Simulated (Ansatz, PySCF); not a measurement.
C₃H₆NO (SMILES [CH2]N(C)C=O), doublet, geometry from GFN2-xTB, atoms displaced at random by about 0.08 Å a coordinate. Base run: PySCF with R2SCAN/STO-3G, gradient.

The PySCF input:
```python
from pyscf import gto, scf, dft

mol = gto.M(
    atom='''
C    -0.72467034   -1.00780495   -0.78977105
N     0.32539019   -0.24486326    0.00718711
C     1.49803391   -0.55759693    0.07483866
C    -0.16612186    0.87336485    0.60743944
O    -1.39007086    1.33403706    0.31465396
H    -0.28359374   -1.91867729   -1.25230459
H    -1.48684957   -0.63354399   -1.04465136
H     1.69977842   -1.50885430    0.79357213
H     2.11576813    0.02463818    0.81982819
H     2.14020361   -0.78925898   -0.85588930
H     0.54140654    1.42694190    1.07270105
''',
    basis='sto-3g',
    spin=1,
    verbose=3,
)

mf = dft.UKS(mol)
mf.xc = 'r2scan'
mf.kernel()
g = mf.nuc_grad_method()
grad = g.kernel()
```

Programs used: Ansatz (a quantum-chemistry and plane-wave program), PySCF; a row that names a program was run with it.

The coordinate followed is x of atom 1.

Variants of this job, named by their change:

```json
[
 {"change": "base", "dE/dx (Eh/bohr)": "-0.324905", "net force (Eh/bohr)": "0.002371"},
 {"change": "grids.level = 1; grid_response = off", "dE/dx (Eh/bohr)": "-0.327012", "net force (Eh/bohr)": "0.006764"},
 {"change": "density fitting = on; auxbasis_response = off", "dE/dx (Eh/bohr)": "-0.324845", "net force (Eh/bohr)": "0.004914"},
 {"change": "conv_tol = 1e-4", "dE/dx (Eh/bohr)": "-0.324797", "net force (Eh/bohr)": "0.002378"},
 {"change": "finite difference step (bohr) = 0.05; conv_tol = 1e-11", "dE/dx (Eh/bohr)": "-0.325636", "net force (Eh/bohr)": "-"},
 {"change": "code = ansatz", "dE/dx (Eh/bohr)": "-0.325001", "net force (Eh/bohr)": "0.000000"},
 {"change": "finite difference step (bohr) = 1e-5; conv_tol = 1e-11", "dE/dx (Eh/bohr)": "-0.325024", "net force (Eh/bohr)": "-"},
 {"change": "grids.level = 5; grid_response = off", "dE/dx (Eh/bohr)": "-0.325046", "net force (Eh/bohr)": "0.001033"},
 {"change": "conv_tol = 1e-11", "dE/dx (Eh/bohr)": "-0.324906", "net force (Eh/bohr)": "0.002371"},
 {"change": "density fitting = on", "dE/dx (Eh/bohr)": "-0.324890", "net force (Eh/bohr)": "0.002371"},
 {"change": "conv_tol = 1e-6", "dE/dx (Eh/bohr)": "-0.324922", "net force (Eh/bohr)": "0.002372"},
 {"change": "finite difference step (bohr) = 1e-3; conv_tol = 1e-11", "dE/dx (Eh/bohr)": "-0.325024", "net force (Eh/bohr)": "-"}
]
```

The net force is zero for an exact gradient.

Open shells are given as the SCF converged; they aren't shown to be the lowest states, and a large step between rows can be another state.
